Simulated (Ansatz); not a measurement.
Relaxation of AlClH5NOSi (10 atoms, charge 0, multiplicity 1), to a largest force component of 0.02 eV/Å in at most 40 steps.

The calculation used RKS revPBE/cc-pVDZ in Ansatz.

```xyz
10
Properties=species:S:1:pos:R:3:forces:R:3
Al 0.000 0.000 0.000 -0.38 0.15 1.44
N 0.000 0.000 1.920 -0.09 -0.02 -1.56
H -0.877 -0.271 2.450 1.49 0.58 -0.35
H 0.877 0.271 2.450 -1.49 -0.55 -0.37
O 1.542 0.000 -0.890 -1.10 0.64 0.58
Si 2.387 -1.376 -1.352 0.07 0.18 -0.06
H 1.460 -2.351 -1.918 -0.58 -0.75 -0.39
H 3.388 -1.020 -2.353 0.62 0.26 -0.62
H 3.050 -1.955 -0.187 0.48 -0.46 0.75
Cl -1.931 0.000 -1.115 0.97 -0.03 0.59
```

Problem. Where does it end, and by what steps?

Solution. The run converged. After 18 steps the energy has fallen by 0.558 eV; O5 moved furthest, 1.12 Å.

| step | energy less start (eV) | largest force component (eV/Å) | accepted |
| --- | --- | --- | --- |
| 0 | 0.0000 | 1.561 | yes |
| 1 | -0.3740 | 1.111 | yes |
| 2 | -0.4598 | 0.652 | yes |
| 3 | -0.4895 | 0.793 | yes |
| 4 | -0.5148 | 0.345 | yes |
| 5 | -0.5248 | 0.140 | yes |
| 6 | -0.5280 | 0.111 | yes |
| 7 | -0.5383 | 0.084 | yes |
| 8 | -0.5452 | 0.083 | yes |
| 9 | -0.5450 | 0.276 | no |
| 10 | -0.5496 | 0.137 | yes |
| 11 | -0.5509 | 0.163 | yes |
| 12 | -0.5536 | 0.110 | yes |
| 13 | -0.5556 | 0.092 | yes |
| 14 | -0.5561 | 0.065 | yes |
| 15 | -0.5571 | 0.047 | yes |
| 16 | -0.5575 | 0.024 | yes |
| 17 | -0.5578 | 0.026 | yes |
| 18 | -0.5578 | 0.013 | yes |

```xyz
10
Properties=species:S:1:pos:R:3
Al 0.021 -0.263 0.301
N -0.218 0.306 1.977
H -1.101 0.675 2.337
H 0.501 0.303 2.703
O 1.573 -0.872 -0.192
Si 2.473 -1.521 -1.478
H 1.606 -2.360 -2.389
H 3.100 -0.406 -2.284
H 3.565 -2.385 -0.895
Cl -1.622 -0.179 -1.074
```

Whether the end is a true minimum wasn't checked by a vibrational analysis.

The run took 30 s on 4 threads of Arm Neoverse V1 (shared host), peak memory 0.18 GiB.
